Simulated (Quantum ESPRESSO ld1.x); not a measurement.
Values are calculated unless marked as measured or tabulated.
The mean radii <r> (bohr) of the occupied orbitals of an atom or ion are listed with their occupations. Level of theory: Dirac Kohn-Sham, PW91, spin-unpolarised, spherical densities, point nucleus (ld1.x of Quantum ESPRESSO 7.5).

| orbital | occ. | <r> |
|---|---|---|
| 1s1/2 | 2 | 0.01686 |
| 2s1/2 | 2 | 0.07044 |
| 2p1/2 | 2 | 0.05798 |
| 2p3/2 | 4 | 0.06653 |
| 3s1/2 | 2 | 0.1833 |
| 3p1/2 | 2 | 0.1736 |
| 3p3/2 | 4 | 0.1893 |
| 3d3/2 | 4 | 0.1648 |
| 3d5/2 | 6 | 0.1696 |
| 4s1/2 | 2 | 0.4068 |
| 4p1/2 | 2 | 0.4093 |
| 4p3/2 | 4 | 0.4434 |
| 4d3/2 | 4 | 0.4518 |
| 4d5/2 | 6 | 0.4630 |
| 5s1/2 | 2 | 0.9218 |
| 4f5/2 | 6 | 0.4944 |
| 4f7/2 | 8 | 0.5013 |
| 5p1/2 | 2 | 0.9916 |
| 5p3/2 | 4 | 1.082 |
| 5d3/2 | 4 | 1.363 |
| 5d5/2 | 3 | 1.402 |

Name the element and its charge. Open shells, if any, fill j = l - 1/2 first.

Answer. Z = 79, gold, charge +4: Au4+ in [Xe] 4f14 5d7. The 1s radius gives Z: for a bare nucleus <r> = (2 gamma + 1)/(2Z) with gamma = sqrt(1 - (Z/c)^2), 0.01667 bohr for Z = 79, and screening makes it slightly larger (0.01686 here). The occupations add up to 75, and the charge is Z minus that.
